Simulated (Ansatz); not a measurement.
Reaction (substitution at a C–Al bond): `[BH2][AlH][CH3]` + `C[NH][In]([Cl])[Cl]` → `C[N](C)[In]([Cl])[Cl]` + `[BH2][AlH2]`

Calculated with Ansatz (gas phase, PBE0-D4/def2-TZVP geometries, no zero-point term in ΔE). CCSD(T)/CBS adds triple-zeta CCSD(T) − MP2 to the extrapolated MP2 energy (def2 sets, frozen cores). This one scheme is used for every species. DFT in def2-TZVPP. Elements past krypton have def2 core potentials. For In outer-core shells are correlated without core-valence functions, which leaves a few kJ/mol of doubt a bond. Each species was taken in one conformer, which may not be the lowest.

```csv
species,PBE0-D4 energy (Eh)
`[BH2][AlH][CH3]`,-308.76191
`C[NH][In]([Cl])[Cl]`,-1205.56319
`C[N](C)[In]([Cl])[Cl]`,-1244.83462
`[BH2][AlH2]`,-269.46448
```

Task: Work out ΔE.

Result: ΔE = (-1244.83462) + (-269.46448) − (-308.76191) − (-1205.56319) = 0.02600 Eh = +68.3 kJ/mol. CCSD(T)/CBS gives +67.0 kJ/mol.

Largest T1 diagnostic among the species: 0.014.

At CCSD(T), def2-SVP lies −20.7 kJ/mol from the extrapolated value and def2-TZVPP −2.5 kJ/mol. Leaving LDA and LC-ωPBE aside and taking each functional with its dispersion term where it has one, the values, not all of them listed here, spread over 10.4 kJ/mol, from B97M-V to r2SCAN-D4. LDA lies −10.5 kJ/mol from PBE without D4.
